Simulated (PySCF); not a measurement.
A structure optimised at PBE0-D3(BJ)/def2-SVP, used in a PySCF frequency run:

```xyz
11

Si    -1.3541    -0.2206    -0.9795
N     -2.9895    -0.4489    -0.5098
O     -0.3140    -0.0264     0.3042
Ge     1.4291     0.2188     0.5262
H     -1.3017     1.0075    -1.8285
H     -0.9384    -1.4295    -1.7529
H     -3.2688    -1.3194    -0.0710
H     -3.5143     0.3291    -0.1257
H      1.8416     1.5383    -0.1548
H      2.1873    -0.9679    -0.1003
H      1.6590     0.2836     2.0428
```
Charge 0, spin multiplicity 1.

Question: Write its SMILES and formula.

Answer: N[SiH2][O][GeH3], GeH₇NOSi

Question: What are its rotational constants (standard atomic weights)?

Answer: 17.439, 1.2062, 1.1683 GHz
